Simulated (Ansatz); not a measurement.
```yaml
crystal:
  periodic: [false, false, false]
  atoms:
    - {symbol: Al, position_ang: [-0.786053, 0.664022, -1.046055]}
    - {symbol: Ga, position_ang: [1.107729, 0.692609, 0.636380]}
    - {symbol: Ga, position_ang: [-0.321676, -1.356631, 0.409665]}
basis:
  gaussian: {orbitals: cc-pVDZ}
total_charge: -1
hamiltonian: {xc: {name: HF}}
correlation: {method: mp2}
scf: {omitted_lower_state_checks: [starts]}
output: {forces: true}
```

```sh
$ ansatz run in.yaml --threads 4 --pin off --events-out ev --progress --plain --max-ram 3916MiB
```

It prints (some lines left out):

```
Functional definition: HF
830 factors; integrals over basis functions are off by at most 5.9e-4 eV
mean field evaluation 1: about -111248.2491 eV, gradient 7.6e0 eV
mean field evaluation 2: about -111248.3017 eV, gradient 7.8e0 eV
mean field evaluation 4: about -111248.8010 eV, gradient 1.2e0 eV
mean field evaluation 8: about -111248.8231 eV, gradient 3.9e-4 eV
mean field -111248.82315131 eV, -4088.3188436499 hartree, gradient 2.4e-6 eV, S^2 0.000000; 0 other end points of the search recorded, 0 dependent functions left out; unrestricted orbitals would lower it
mean field evaluation 16: about -111248.8651 eV, gradient 7.6e0 eV
23 core orbitals not correlated: weight in the atoms' cores, before any rotation towards them, 1.000 or more for the frozen orbitals, at most 0.000 for the correlated occupied ones
reference -111248.82315131 eV, -4088.3188436499 hartree; 15, 15 occupied and 34, 34 virtual orbitals, 830 factors
second order -6.30120466 eV of doubles, -0.00000000 eV of singles
Total energy: -111255.12435596 eV, -4088.5504086499 hartree
Atom 0 at    -0.786053     0.664022    -1.046055 Å, force    -0.000253     0.000213    -0.000336 eV/Å
Atom 1 at     1.107729     0.692609     0.636380 Å, force    -0.065225    -0.093796    -0.010197 eV/Å
Atom 2 at    -0.321676    -1.356631     0.409665 Å, force     0.065477     0.093583     0.010533 eV/Å
Dipole moment:     0.167308    -0.141334     0.222647 e Å
Checks for a lower state left out: starts
```

Run time 1.4 s (4 threads of Arm Neoverse V1 on a shared host).

Correlated methods freeze 23 core orbitals; core or outer-core shells of Ga are correlated, in sets that lack core-valence functions. The highest occupied level of an anion often lies above zero with these methods, and sets without diffuse functions describe the outer electron poorly. The restricted singlet (for correlated methods, its reference) is unstable: a solution with broken spin symmetry lies lower.

The dipole of an ion depends on the origin.
